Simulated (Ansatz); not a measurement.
```yaml
crystal:
  periodic: [false, false, false]
  atoms:
    - {symbol: As, position_ang: [0.437379, -2.177892, -1.987433]}
    - {symbol: Al, position_ang: [1.051987, 0.765309, 1.291296]}
    - {symbol: Al, position_ang: [0.905525, 2.464483, -0.569707]}
    - {symbol: Al, position_ang: [-1.423111, 1.084949, 0.397401]}
    - {symbol: Al, position_ang: [-0.745006, -1.545744, -0.065391]}
    - {symbol: Al, position_ang: [1.056573, -0.008589, -1.353500]}
    - {symbol: Al, position_ang: [-1.283347, -0.582505, 2.287324]}
basis:
  gaussian: {orbitals: def2-TZVP, initial_orbitals: start.molden}
magnetization: {spin_polarized: true, initial_magnetization: 1}
hamiltonian: {xc: {name: CAM-B3LYP}, dispersion: d4}
scf: {omitted_lower_state_checks: [starts]}
output: {orbitals: {seedname: orbitals}}
```

The file start.molden holds the orbitals of an earlier run on this structure, at another level or in another basis.

```sh
$ ansatz run in.yaml --threads 4 --pin off --events-out ev --progress --plain --max-ram 4787MiB
```

Does this run fit into the memory that it is given?

No. It has 270 basis functions, and Ansatz plans for 4.83 GiB where 4.67 GiB are given.
